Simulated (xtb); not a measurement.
F₄Ti, charge -1, doublet, from a rough starting geometry (GFN-xTB shapes and energies of metal compounds can be far from the true ones) (the multiplicity is a formal guess); xtb with GFN2-xTB.

Input for xtb:
```
$ xtb mol.xyz --gfn 2 --chrg -1 --uhf 1 --opt vtight --json

# file mol.xyz
5

Ti    -0.08814913     0.03301718     0.01913899
F      1.08718959     0.74041026    -0.98218330
F      0.86717303    -1.08080329     1.03637218
F     -1.16931154    -0.91822235    -0.95305096
F     -0.86218166     1.13416625     0.94538653
```

**Question.** What does xtb print? Leave out banner, timings and long lists.

**Answer.** 
```
   ID    Z sym.   atoms
    1   22 Ti     1
    2    9 F      2-5

           -------------------------------------------------
          |                Calculation Setup                |
           -------------------------------------------------

           -------------------------------------------------
          |                 G F N 2 - x T B                 |
           -------------------------------------------------

          ...................................................
          :                      SETUP                      :
          :.................................................:
          :  # basis functions                  26          :
          :  # atomic orbitals                  25          :
          :  # shells                           11          :
          :  # electrons                        33          :
          :  max. iterations                   250          :
          :  Hamiltonian                  GFN2-xTB          :
          :  restarted?                      false          :
          :  GBSA solvation                  false          :
          :  PC potential                    false          :
          :  electronic temp.          300.0000000     K    :
          :  accuracy                    1.0000000          :
          :  -> integral cutoff          0.2500000E+02      :
          :  -> integral neglect         0.1000000E-07      :
          :  -> SCF convergence          0.1000000E-05 Eh   :
          :  -> wf. convergence          0.1000000E-03 e    :
          :  Broyden damping             0.4000000          :
          :  net charge                         -1          :
          :  unpaired electrons                  1          :
          ...................................................

 iter      E             dE          RMSdq      gap      omega  full diag
   1    -21.1023651 -0.211024E+02  0.644E+00    0.04       0.0  T
   2    -21.1539290 -0.515639E-01  0.345E+00    0.02       1.0  T
   3    -21.1555518 -0.162273E-02  0.183E+00    0.02       1.0  T
   4    -21.1556697 -0.117969E-03  0.254E-01    0.02       1.0  T
   5    -21.1557076 -0.378376E-04  0.669E-02    0.02       1.0  T
   6    -21.1557168 -0.926751E-05  0.510E-02    0.02       1.0  T
   7    -21.1557205 -0.366936E-05  0.674E-03    0.02       6.6  T
   8    -21.1557206 -0.113456E-06  0.139E-03    0.02      32.1  T
   9    -21.1557206 -0.952774E-09  0.427E-04    0.02     104.8  T
  10    -21.1557206 -0.612189E-09  0.957E-05    0.02     467.1  T

   *** convergence criteria satisfied after 10 iterations ***

         :::::::::::::::::::::::::::::::::::::::::::::::::::::
         ::                     SUMMARY                     ::
         :::::::::::::::::::::::::::::::::::::::::::::::::::::
         :: total energy             -21.105101417644 Eh    ::
         :: gradient norm              0.098244175334 Eh/a0 ::
         :: HOMO-LUMO gap              0.018850229081 eV    ::
         ::.................................................::
         :: SCC energy               -21.155720299855 Eh    ::
         :: -> isotropic ES            0.203462694416 Eh    ::
         :: -> anisotropic ES         -0.003473158362 Eh    ::
         :: -> anisotropic XC         -0.000949131923 Eh    ::
         :: -> dispersion             -0.001988637884 Eh    ::
         :: repulsion energy           0.050618882211 Eh    ::
         :: add. restraining           0.000000000000 Eh    ::
         :: total charge              -1.000000000000 e     ::
         :::::::::::::::::::::::::::::::::::::::::::::::::::::

      -----------------------------------------------------------
     |                   =====================                   |
     |                        A N C O P T                        |
     |                   =====================                   |
     |               Approximate Normal Coordinate               |
[...]
 * total energy  :   -21.1227204 Eh     change       -0.2095250E-02 Eh
 * total energy  :   -21.1230704 Eh     change       -0.3499377E-03 Eh
 * total energy  :   -21.1237043 Eh     change       -0.6339115E-03 Eh
 * total energy  :   -21.1242463 Eh     change       -0.5419961E-03 Eh
 * total energy  :   -21.1245615 Eh     change       -0.3152766E-03 Eh
 * total energy  :   -21.1246595 Eh     change       -0.9790976E-04 Eh
 * total energy  :   -21.1246848 Eh     change       -0.2537471E-04 Eh
 * total energy  :   -21.1246937 Eh     change       -0.8874185E-05 Eh
 * total energy  :   -21.1246991 Eh     change       -0.5374179E-05 Eh
 * total energy  :   -21.1247002 Eh     change       -0.1134937E-05 Eh
 * total energy  :   -21.1247005 Eh     change       -0.2662639E-06 Eh
 * total energy  :   -21.1247005 Eh     change       -0.6221973E-07 Eh
   *** GEOMETRY OPTIMIZATION CONVERGED AFTER 22 ITERATIONS ***
         :: total energy             -21.124700537428 Eh    ::
[...]
      -------------------------------------------------------------
         1        2.0000           -0.6508344             -17.7101
       ...           ...                  ...                  ...
         5        2.0000           -0.3268296              -8.8935
         6        2.0000           -0.3057569              -8.3201
         7        2.0000           -0.2980223              -8.1096
         8        2.0000           -0.2980049              -8.1091
         9        2.0000           -0.2923463              -7.9551
        10        2.0000           -0.2909560              -7.9173
        11        2.0000           -0.2907664              -7.9122
        12        2.0000           -0.2907320              -7.9112
        13        2.0000           -0.2891430              -7.8680
        14        2.0000           -0.2872317              -7.8160
        15        2.0000           -0.2872119              -7.8154
        16        2.0000           -0.2869717              -7.8089
        17        1.0000           -0.0866764              -2.3586 (HOMO)
        18        0.0000           -0.0634752              -1.7272 (LUMO)
        19                         -0.0487988              -1.3279
        20                         -0.0487829              -1.3274
        21                          0.0134000               0.3646
        22                          0.4321339              11.7590
        23                          0.4492591              12.2250
        24                          0.7491429              20.3852
        25                          0.7492234              20.3874
      -------------------------------------------------------------
                  HL-Gap            0.0232012 Eh            0.6313 eV
             Fermi-level           -0.1309500 Eh           -3.5633 eV

     #   Z          covCN         q      C6AA      α(0)
     1  22 Ti       2.654     0.928   109.112    25.526
     2   9 F        0.663    -0.482    14.625     4.514
     3   9 F        0.663    -0.482    14.623     4.514
     4   9 F        0.663    -0.482    14.624     4.514
     5   9 F        0.663    -0.482    14.624     4.514

 Mol. C6AA /au·bohr⁶  :        593.108665
 Mol. C8AA /au·bohr⁸  :      28209.369832
 Mol. α(0) /au        :         43.581743

Wiberg/Mayer (AO) data.
largest (>0.10) Wiberg bond orders for each atom

 ---------------------------------------------------------------------------
     #   Z sym  total        # sym  WBO       # sym  WBO       # sym  WBO
 ---------------------------------------------------------------------------
     1  22 Ti   3.288 --     3 F    0.822     5 F    0.822     4 F    0.822
                             2 F    0.822
     2   9 F    0.904 --     1 Ti   0.822
     3   9 F    0.904 --     1 Ti   0.822
     4   9 F    0.904 --     1 Ti   0.822
     5   9 F    0.904 --     1 Ti   0.822
 ---------------------------------------------------------------------------

Topologies differ in total number of bonds
Writing topology from bond orders to xtbtopo.mol

molecular dipole:
                 x           y           z       tot (Debye)
 q only:        0.062       0.034      -0.024
   full:        0.062       0.034      -0.024       0.190
molecular quadrupole (traceless):
                xx          xy          yy          xz          yz          zz
 q only:       -2.550       1.095       5.227      -0.051      -0.394      -2.678
  q+dip:       -2.754       1.183       5.646      -0.055      -0.426      -2.892
   full:       -2.777       1.193       5.693      -0.055      -0.429      -2.916

optimized geometry written to: xtbopt.xyz

           -------------------------------------------------
          | TOTAL ENERGY              -21.124700537428 Eh   |
          | GRADIENT NORM               0.000117830226 Eh/α |
          | HOMO-LUMO GAP               0.631336866920 eV   |
           -------------------------------------------------

normal termination of xtb
```
